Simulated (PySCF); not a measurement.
Molecule: `C#C/C(F)=C(/C#C)OC`, C$_{7}$H$_{5}$FO.

Cartesian coordinates in Å; atom numbers follow the order of the lines, from 1:
```xyz
14

C     3.512   -0.147    0.254
C     2.419    0.351    0.210
C     1.163    0.976    0.163
F     1.164    2.330    0.267
C    -0.022    0.332    0.023
C    -1.233    1.061   -0.013
C    -2.266    1.675   -0.043
O    -0.017   -1.027   -0.081
C    -1.269   -1.657   -0.227
H     4.456   -0.604    0.290
H    -3.157    2.227   -0.067
H    -1.053   -2.722   -0.293
H    -1.917   -1.466    0.633
H    -1.780   -1.328   -1.137
```

Frames of a GFN2-xTB Langevin trajectory at 300 K; GIAO PBE0/pcSseg-1 shieldings in PySCF, gas phase, non-relativistic; equivalent atoms averaged within each frame.

Scale: ¹³C (σref 186.93) and ¹H (σref 31.72) against TMS; ¹⁹F (σref 170.95) vs CFCl3; H2O for ¹⁷O (σref 336.08) (reference shieldings calculated alike). The references are static minima.

Task: How do the shifts (ppm) fluctuate along the trajectory?

Result: 
```tsv
time (fs)	C5	C3	C7	C1	C2	C6	C9	F4	O8	H11
250	150.6	146.5	109.9	104.6	78.6	78.3	62.2	-158.8	82.5	4.54
425	139.7	147.2	105.6	114.4	86.6	81.7	62.0	-156.9	73.5	3.93
625	151.0	156.0	114.8	114.9	81.1	77.1	63.5	-140.7	84.8	4.08
800	143.2	155.7	109.6	103.2	83.6	74.1	55.3	-140.4	74.1	4.06
1000	157.8	155.4	111.3	112.3	79.9	78.6	56.6	-147.9	87.0	4.10
mean of frames	148.5	152.1	110.2	109.9	82.0	78.0	59.9	-148.9	80.4	4.14
standard deviation	7.1	4.8	3.3	5.6	3.2	2.8	3.7	8.7	6.2	0.23
```

5 frames give an uncertainty of the mean of about the standard deviation over 2.2 at best, since frames this close in time may not be independent; classical motion lacks zero-point vibration, and the reference would need the same averaging.
